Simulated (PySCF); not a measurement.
Simulation results for B2H7NSi, ClFHNSi, BFHN, CH5BOSi

Calculation on a computer-drawn molecule: optimised geometry and harmonic frequencies of an isolated molecule of the commonest isotopes, restricted reference for singlets and unrestricted otherwise, frozen core in MP2. Program: PySCF 2.14.0.

Common to all runs: charge 0; multiplicity 1.

(1) B2H7NSi

Start structure:
```xyz
11
B2H7NSi
B     -2.1796     0.2594    -2.1083
N     -1.4834    -0.2431    -1.0235
Si     0.2556    -0.2978    -0.6347
B      0.5815    -1.1624     1.0000
H     -3.2439     0.1985    -2.2169
H     -1.4612     0.7699    -2.9405
H     -2.0618    -0.7053    -0.3532
H      0.6944     1.1129    -0.5830
H      0.9278    -0.8864    -1.7780
H      1.6599    -1.4116     1.4795
H     -0.3396    -1.6992     1.7177
```

Settings of this run: method HF and basis cc-pV(D+d)Z.

Results for B2H7NSi: rotational constants 15.39, 3.056, 2.761 GHz; total energy -396.8534 hartree; convergence status largest gradient component 1.264e-05 hartree/bohr.

Drawn bonds:
```csv
atom,other atom,order
1,2,1
2,3,1
3,4,1
1,5,1
1,6,1
2,7,1
3,8,1
3,9,1
4,10,1
4,11,1
```

Optimised structure:
```xyz
11
B2H7NSi
B     -2.1110     0.0300    -2.2155
N     -1.5089    -0.0031    -0.9477
Si     0.2001    -0.0852    -0.5528
B      0.5867    -1.3864     0.9633
H     -3.3085     0.1011    -2.3068
H     -1.4267    -0.0179    -3.2025
H     -2.1392     0.0390    -0.1670
H      0.6975     1.2431    -0.0975
H      0.9190    -0.4442    -1.7943
H      1.7059    -1.7744     1.1595
H     -0.2650    -1.7670     1.7203
```

Modes:
```csv
frequency (cm⁻¹),reduced mass (dalton)
51.79,2.303
133,1.131
179.6,1.862
303,1.858
343.3,1.581
446.2,1.279
602.6,2.212
694.6,2.012
750.4,2.631
788.3,1.122
826.9,1.109
938.6,1.242
986.4,1.333
1020,1.062
1032,1.382
1101,1.361
1229,1.501
1267,1.155
1367,1.294
1483,2.228
2259,1.041
2323,1.039
2656,1.055
2670,1.055
2721,1.13
2745,1.124
3785,1.075
```

(2) ClFHNSi

Start structure:
```xyz
5
ClFHNSi
N     -3.5581    -0.1576     1.9737
Si    -2.3019     0.7032     2.2275
F     -2.0620     2.2683     2.1021
Cl    -0.5512    -0.0699     2.8254
H     -4.4660     0.1387     1.6769
```

Settings of this run: method MP2 and basis cc-pV(D+d)Z.

Results for ClFHNSi: rotational constants 6.903, 3.776, 2.441 GHz; total energy -903.5699 hartree; convergence status largest gradient component 3.044e-05 hartree/bohr.

Drawn bonds:
```csv
atom,other atom,order
1,2,2
2,3,1
2,4,1
1,5,1
```

Optimised structure:
```xyz
5
ClFHNSi
N     -3.5672    -0.2363     1.9811
Si    -2.3071     0.7054     2.2256
F     -2.0691     2.2997     2.0962
Cl    -0.5490    -0.0762     2.8268
H     -4.4467     0.1901     1.6759
```

Modes:
```csv
frequency (cm⁻¹),reduced mass (dalton)
251.5,10.65
281.2,20.91
284.1,6.172
563.8,1.092
574.3,10.4
648.8,1.515
866.2,9.435
1192,7.675
3601,1.078
```

(3) BFHN

Start structure:
```xyz
4
BFHN
N      0.0500    -0.3300     0.2233
B     -0.9055    -0.1195    -0.5101
F     -1.9174     0.1034    -1.2869
H      0.8184    -0.4994     0.8132
```

Settings of this run: method MP2 and basis cc-pVDZ.

Results for BFHN: rotational constants 8.515, 8.515 GHz; total energy -179.6373 hartree; convergence status largest gradient component 2.831e-06 hartree/bohr.

Drawn bonds:
```csv
atom,other atom,order
1,2,2
2,3,1
1,4,1
```

Optimised structure:
```xyz
4
BFHN
N      0.0622    -0.3327     0.2326
B     -0.9141    -0.1176    -0.5168
F     -1.9443     0.1094    -1.3076
H      0.8418    -0.5045     0.8312
```

Modes:
```csv
frequency (cm⁻¹),reduced mass (dalton)
233.3,1.898
234.4,1.903
476.9,2.266
477.1,2.26
971.4,10.87
2104,8.41
3920,1.102
```

(4) CH5BOSi

Start structure:
```xyz
9
CH5BOSi
O     -0.7928    -2.5641     2.8524
B     -1.3526    -1.8725     2.1366
C     -2.0344    -0.8502     1.1732
Si    -2.0476     0.9408     1.8459
H     -1.5735    -0.9004     0.1658
H     -3.0847    -1.1815     1.0280
H     -2.6696     0.9918     3.1649
H     -0.6488     1.4196     1.9474
H     -2.6552     1.7270     0.8431
```

Settings of this run: method HF and basis cc-pV(D+d)Z.

The calculation gives: rotational constants 19.28, 2.614, 2.4 GHz; total energy -429.3391 hartree; convergence status largest gradient component 2.59e-05 hartree/bohr.

Drawn bonds:
```csv
atom,other atom,order
1,2,2
2,3,1
3,4,1
3,5,1
3,6,1
4,7,1
4,8,1
4,9,1
```

Optimised structure:
```xyz
9
CH5BOSi
O     -0.7913    -2.6464     2.8373
B     -1.3347    -1.8691     2.1183
C     -2.0344    -0.8567     1.1966
Si    -2.0182     0.9379     1.8169
H     -1.5527    -0.8943     0.2147
H     -3.0733    -1.1738     1.0623
H     -2.7011     1.0227     3.1257
H     -0.6231     1.4086     1.9530
H     -2.7303     1.7816     0.8325
```

Modes:
```csv
frequency (cm⁻¹),reduced mass (dalton)
130.2,1.149
142.8,5.363
390,2.176
494.9,5.342
543.6,1.231
611,1.794
788.2,2.262
878.3,1.689
894.4,2.662
1021,1.098
1029,1.043
1033,1.036
1149,1.112
1220,1.681
1506,1.095
2154,11.89
2323,1.05
2327,1.052
2331,1.022
3189,1.06
3243,1.101
```
